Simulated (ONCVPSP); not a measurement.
Co (Z = 27): from the effect back to the setting (ONCV)

Base potential:

```
Element                 : cobalt (Co)
Generator               : ONCVPSP 4.0.1
Type                    : optimised norm-conserving Vanderbilt (ONCV)
Functional              : PBE
Relativity              : scalar-relativistic
Frozen core             : [Ne]
Valence charge          : 17
Reference configuration : 3s2 3p6 3d7 4s1 (charge +1)
Partial waves           : 3s+4s: rc 1.10 bohr, ncon 4, nbas 8, qcut 8.9 1/bohr, 2 projectors; 3p: rc 1.30 bohr, ncon 5, nbas 9, qcut 12.6 1/bohr, 2 projectors, debl 3.2 Ha; 3d: rc 0.95 bohr, ncon 5, nbas 10, qcut 17.7 1/bohr, 2 projectors, debl 2.8 Ha
Local potential         : polynomial inside 0.65 bohr (lpopt 4, dvloc0 0 Ha)
Core correction         : Teter function, fcfact 3.5, rcfact 1.25
```

Cutoffs, loose and tight: the cutoffs (Ha) at which the residual kinetic energy of the hardest occupied pseudo-wave falls to 1 and 0.1 mHa per electron. They do not see the model core or the augmentation charge, which bear on the density cutoff. Test errors are all-electron minus pseudo excitation energies from the reference, over the configurations 3s2 3p6 3d7 4s2; 3s2 3p6 3d7 4s0; 3s2 3p6 3d6 4s0; 3s2 3p6 3d7 4s0 4p2; variants that change the core or the reference have their own tests.

Only the scale of all radii but the core radius (base = 1) is moved:

```
scale of all radii but the core radius (base = 1)  cutoff, loose  cutoff, tight  bound ghosts  largest test error (meV)
                                             0.78         190 Ha         241 Ha          none                      +0.9
                                             0.86         129 Ha         193 Ha          none                      -1.9
                                             0.99         115 Ha         132 Ha          none                      -2.4
                                             1.12         104 Ha         120 Ha          none                      -2.4
                                             1.22          94 Ha         109 Ha          none                      -2.0
                                             1.31          86 Ha          99 Ha          none                      -1.5
```

**Question.** One more run gave cutoff, loose: 110 Ha; cutoff, tight: 126 Ha; bound ghosts: none; largest test error (meV): -2.5. Which value of the scale of all radii but the core radius (base = 1) was used?

**Answer.** 1.06. The loose cutoff moves one way along this sweep, from 190 Ha at 0.78 to 86 Ha at 1.31, which places the run between 0.99 and 1.12.
